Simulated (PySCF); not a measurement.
Run record for `c1coc(cc1=O)B`: B97-2/def2-SVPD, start guess atom, TDA, 12 singlets.

Method: TDA B97-2/def2-SVPD, vertical, gas phase, core orbitals frozen in the response (PySCF 2.14.0, density-fitted response routines). Geometry: GFN2-xTB. The input is one job of a driver script: a line of settings, then coordinates in Å.

Command:
```bash
OMP_NUM_THREADS=1 python probes_run.py task.json out
```

Input:
```
{"job": {"kind": "uv", "xc": "B97-2", "basis": "def2-SVPD", "nstates": 12, "ntriplets": 5, "tda": true, "scf": {"guess": "atom"}}, "charge": 0, "multiplicity": 1}
B      2.348636    -0.706871    -0.134422
C      0.852482    -0.303554    -0.045615
C      0.405192     0.978872    -0.114760
C     -1.010551     1.339661    -0.027942
O     -1.418980     2.486527    -0.088451
C     -1.867503     0.168988     0.137350
C     -1.333159    -1.061685     0.193905
O     -0.029343    -1.331566     0.110506
H      3.149920     0.127023    -0.269126
H      2.638896    -1.833350    -0.065376
H      1.112913     1.782985    -0.239462
H     -2.932137     0.316327     0.212036
H     -1.920756    -1.962870     0.313629
```

**Question.** Predict the output.

**Answer.** 
```
final grid: 116528 points
cycle   1  E = -368.1557240913  dE =  2.391e+00  |g| = 1.033e+00  |ddm| = 1.075e+01
cycle   2  E = -365.7537584321  dE =  2.402e+00  |g| = 2.597e+00  |ddm| = 4.907e+00
cycle   3  E = -368.1612854552  dE = -2.408e+00  |g| = 9.088e-01  |ddm| = 3.755e+00
cycle   4  E = -368.3886764968  dE = -2.274e-01  |g| = 2.617e-01  |ddm| = 1.854e+00
cycle   5  E = -368.3965384072  dE = -7.862e-03  |g| = 2.176e-01  |ddm| = 7.659e-01
cycle   6  E = -368.4068463462  dE = -1.031e-02  |g| = 7.686e-02  |ddm| = 4.762e-01
cycle   7  E = -368.4082890314  dE = -1.443e-03  |g| = 1.235e-02  |ddm| = 1.824e-01
cycle   8  E = -368.4083147723  dE = -2.574e-05  |g| = 7.225e-03  |ddm| = 3.943e-02
cycle   9  E = -368.4083280376  dE = -1.327e-05  |g| = 1.405e-03  |ddm| = 1.689e-02
cycle  10  E = -368.4083283951  dE = -3.575e-07  |g| = 5.756e-04  |ddm| = 3.591e-03
cycle  11  E = -368.4083284764  dE = -8.130e-08  |g| = 2.515e-04  |ddm| = 1.803e-03
cycle  12  E = -368.4083284918  dE = -1.535e-08  |g| = 6.388e-05  |ddm| = 6.791e-04
cycle  13  E = -368.4083284927  dE = -8.893e-10  |g| = 2.856e-05  |ddm| = 1.762e-04
converged SCF energy = -368.4083284927

Static polarisability (au): isotropic 79.579, principal 46.228 83.249 109.260

Singlet excitations
state   eV       nm        f      main configurations
  1   2.9899    414.7   0.00000   H->L 0.97
  2   4.0563    305.7   0.05847   H-1->L 0.90
  3   4.5040    275.3   0.00000   H->L+1 0.97
  4   5.4424    227.8   0.18219   H-2->L 0.80, H-1->L+1 0.16
  5   5.5941    221.6   0.00010   H-3->L 0.94
  6   5.8432    212.2   0.00034   H-4->L 0.93
  7   5.9678    207.8   0.34757   H-1->L+1 0.60, H-2->L 0.11, H-2->L+1 0.10
  8   6.1742    200.8   0.00031   H->L+2 0.94
  9   6.6769    185.7   0.00112   H-5->L 0.97
 10   6.8112    182.0   0.00389   H-1->L+2 0.43, H->L+3 0.35, H-2->L+1 0.16
 11   6.8571    180.8   0.00988   H->L+3 0.60, H-1->L+2 0.31
 12   7.0356    176.2   0.02367   H-1->L+3 0.95

Triplet excitations (Tamm-Dancoff, eV): 2.7150 2.8459 3.9808 4.2275 4.2779
```

H and L stand for HOMO and LUMO; the number after each pair is its weight.

**Question.** Give the mean polarisability as a volume in Å³, and the ratio of the largest to the smallest principal value.

**Answer.** 79.579 au × 0.148185 = 11.79 Å³; 109.260/46.228 = 2.36.

**Question.** Which computed singlet has the largest oscillator strength, and what do all of them sum to?

**Answer.** State 7 at 5.97 eV (208 nm), f = 0.348; the 12 states sum to 0.628.

In short: SCF converged in 13 cycles with 206 basis and 738 fitting functions; HOMO -7.09 eV, LUMO -3.00 eV; lowest singlet 2.99 eV; lowest triplet 2.71 eV (Tamm–Dancoff); mean polarisability 79.6 au.

The run took about 90 s of CPU time (grids of density and orbitals included) (one thread, shared machine).
